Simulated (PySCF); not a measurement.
Species: C₇H₁₁BO.
Atom-mapped SMILES: `[CH:1]#[C:2][C@@H:3]1[BH:4][CH2:5][CH2:6][C@@H:7]1[O:8][CH3:9]` (hydrogens: H10 on C1; H11 on C3; H12 on B4; H13, H14 on C5; H15, H16 on C6; H17 on C7; H18, H19, H20 on C9)

Cartesian coordinates in Å at the PBE0-D3(BJ)/def2-SVP level; atoms count from 1:
```xyz
20
C7H11BO angstrom
C     -1.5359    2.1796    0.6653
C     -0.9041    1.4448   -0.0690
C     -0.3073    0.4507   -0.9449
B     -1.6773   -0.3449   -1.0614
C     -1.5670   -1.5909   -0.1160
C     -0.2834   -1.3738    0.6873
C      0.6294   -0.5290   -0.1978
O      1.6311    0.0485    0.5802
C      2.5785    0.7772   -0.1361
H     -2.0580    2.8545    1.3177
H      0.1124    0.9136   -1.8494
H     -2.5906   -0.0312   -1.7836
H     -1.4446   -2.4358   -0.8287
H     -2.4534   -1.8487    0.4824
H     -0.4926   -0.7814    1.5928
H      0.2158   -2.2978    1.0148
H      1.0891   -1.1708   -0.9824
H      3.3592    1.0949    0.5692
H      3.0525    0.1689   -0.9328
H      2.1484    1.6826   -0.6048
```

All values: PBE0/pcSseg-1 (PySCF, non-relativistic), on one gas-phase PBE0-D3(BJ)/def2-SVP geometry that isn't relaxed in the solvent. The solvent is an IEF-PCM continuum (van der Waals radii × 1.2). Specific hydrogen bonds and non-electrostatic terms are outside this model.

```tsv
run	E − E(gas) (kJ/mol)	HOMO (eV)	HOMO–LUMO gap (eV)	dipole (D)
gas	0.00	-7.23	6.26	0.91
P	-22.32	-7.31	6.35	1.55
Q	-17.83	-7.28	6.32	1.37
```

Task: The runs were made in dimethylsulfoxide and tetrahydrofuran. Which run belongs to which solvent?

Result: P = dimethylsulfoxide, Q = tetrahydrofuran. The dielectric constants are 7.426 (tetrahydrofuran), 46.83 (dimethylsulfoxide), and the energy falls further as ε rises. In this model the ground state sees the solvent through ε alone.

Task: How constant is the ratio of the lowering to (ε − 1)/(2ε + 1)?

Result: 
```json
{"solvent": "tetrahydrofuran", "(ε − 1)/(2ε + 1)": "0.405", "E − E(gas) (kJ/mol)": "-17.83", "ratio (kJ/mol)": "-44.0", "polarisation term (kJ/mol)": "-20.07"}
{"solvent": "dimethylsulfoxide", "(ε − 1)/(2ε + 1)": "0.484", "E − E(gas) (kJ/mol)": "-22.32", "ratio (kJ/mol)": "-46.1", "polarisation term (kJ/mol)": "-26.06"}
```

The ratio changes by +4.8 % in size from tetrahydrofuran to dimethylsulfoxide. The polarisation term is half the interaction of the solute with the induced surface charges.
